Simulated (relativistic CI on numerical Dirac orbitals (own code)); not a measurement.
## Ligand-field terms of d7

Computed with a parametric ligand-field model of a d^n configuration (Racah B and C, spin-orbit zeta, crystal field), exact diagonalisation.

Field parameters in Wybourne normalisation: D3d B²₀ = −7Dσ, B⁴₀ = −14Dq − 21Dτ, B⁴₃ = −14√(10/7) Dq; D4h B²₀ = −7Ds, B⁴₀ = 21(Dq − Dt), B⁴₄ = 21√(5/14) Dq; Oh B⁴₀ = 21Dq, B⁴₄ = √(5/14) B⁴₀. The field is a parameter set, without covalency.

Task: Ground term and bands for B = 710, C = 2630, ζ = 0 cm⁻¹, Oh, 10Dq = 6800 cm⁻¹?

Result: Ground term 4T1 with 2.08 electrons in the two orbitals of the cubic e set. Spin-allowed: 4T2 5926 cm⁻¹ (1687 nm), 4A2 12726 cm⁻¹ (786 nm), 4T1 15702 cm⁻¹ (637 nm). Lowest spin-forbidden: 2E 6121 cm⁻¹ (1634 nm), 2T1 11647 cm⁻¹ (859 nm), 2T2 11858 cm⁻¹ (843 nm).

Task: Ground term and bands for B = 900, C = 3160, ζ = 0 cm⁻¹, D4h, 10Dq = 22450, Ds = -1500, Dt = 490 cm⁻¹?

Result: Ground term 2B1 with 1.04 electrons in the two orbitals of the cubic e set. Spin-allowed: 2A1 3301 cm⁻¹ (3029 nm), 2E 16666 cm⁻¹ (600 nm), 2E 18783 cm⁻¹ (532 nm), 2B2 21315 cm⁻¹ (469 nm). Lowest spin-forbidden: 4E 3165 cm⁻¹ (3160 nm), 4A2 9375 cm⁻¹ (1067 nm), 4B2 20373 cm⁻¹ (491 nm).

Task: Ground term and bands for B = 730, C = 3560, ζ = 0 cm⁻¹, D3d, 10Dq = 30450, Dσ = -1130, Dτ = -230 cm⁻¹?

Result: Ground term 2E with 1.03 electrons in the two orbitals of the cubic e set. Spin-allowed: 2A2 24484 cm⁻¹ (408 nm), 2E 25906 cm⁻¹ (386 nm), 2A1 28297 cm⁻¹ (353 nm), 2E 28779 cm⁻¹ (347 nm). Lowest spin-forbidden: 4A2 9993 cm⁻¹ (1001 nm), 4E 14400 cm⁻¹ (694 nm), 4A1 39219 cm⁻¹ (255 nm).

Task: Ground term and bands for B = 400, C = 1510, ζ = 0 cm⁻¹, D4h, 10Dq = 14550, Ds = -1140, Dt = 790 cm⁻¹?

Result: Ground term 2B1 with 1.04 electrons in the two orbitals of the cubic e set. Spin-allowed: 2A1 493 cm⁻¹, 2E 6756 cm⁻¹ (1480 nm), 2E 7341 cm⁻¹ (1362 nm), 2E 9528 cm⁻¹ (1050 nm). Lowest spin-forbidden: 4E 400 cm⁻¹, 4A2 6836 cm⁻¹ (1463 nm), 4B2 7295 cm⁻¹ (1371 nm).

Task: Ground term and bands for B = 690, C = 2590, ζ = 0 cm⁻¹, Oh, 10Dq = 7000 cm⁻¹?

Result: Ground term 4T1 with 2.08 electrons in the two orbitals of the cubic e set. Spin-allowed: 4T2 6120 cm⁻¹ (1634 nm), 4A2 13120 cm⁻¹ (762 nm), 4T1 15590 cm⁻¹ (641 nm). Lowest spin-forbidden: 2E 5685 cm⁻¹ (1759 nm), 2T1 11408 cm⁻¹ (877 nm), 2T2 11642 cm⁻¹ (859 nm).
